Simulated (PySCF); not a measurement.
C2H11BN2Si, SMILES CB(C)N[SiH2]N, GFN2-xTB optimised geometry.

```
17

Si     1.01    -1.32    -0.03
N      2.53    -0.52     0.11
N     -0.12     0.00     0.00
B     -1.52     0.00     0.00
C     -2.30    -1.38     0.01
C     -2.32     1.37     0.00
H      0.67    -2.25     1.06
H      1.04    -2.00    -1.32
H      3.36    -1.08    -0.03
H      2.68     0.10     0.88
H      0.32     0.91    -0.03
H     -2.23    -1.84     1.00
H     -3.36    -1.28    -0.22
H     -1.87    -2.09    -0.69
H     -1.69     2.25     0.10
H     -3.06     1.40     0.80
H     -2.89     1.49    -0.93
```

Density from PBE0/def2-SVP in PySCF at that geometry.

Minimum of the electron density along straight lines between bonded atoms, close to the bond critical point (lines longer than 1.1 times the sum of covalent radii, or with two minima, are not listed):

```
bond    length / Å  ρ at the minimum / e bohr⁻³  ∇²ρ there / e bohr⁻⁵  position (fraction from the first atom)
------  ----------  ---------------------------  --------------------  ---------------------------------------
Si1–N2       1.727                        0.123                  0.73                                     0.40
Si1–N3       1.738                        0.121                  0.69                                     0.40
N3–B4        1.400                        0.204                  0.74                                     0.67
B4–C5        1.587                        0.176                 -0.13                                     0.32
B4–C6        1.589                        0.175                 -0.13                                     0.32
Si1–H7       1.471                        0.118                  0.32                                     0.49
Si1–H8       1.465                        0.119                  0.32                                     0.49
N2–H9        1.006                        0.333                 -1.53                                     0.76
N2–H10       1.008                        0.331                 -1.52                                     0.76
N3–H11       1.011                        0.331                 -1.53                                     0.76
C5–H12       1.089                        0.268                 -0.93                                     0.62
C5–H13       1.087                        0.272                 -0.97                                     0.62
C5–H14       1.088                        0.269                 -0.94                                     0.62
C6–H15       1.089                        0.271                 -0.95                                     0.62
C6–H16       1.089                        0.269                 -0.94                                     0.62
C6–H17       1.089                        0.268                 -0.94                                     0.62
```
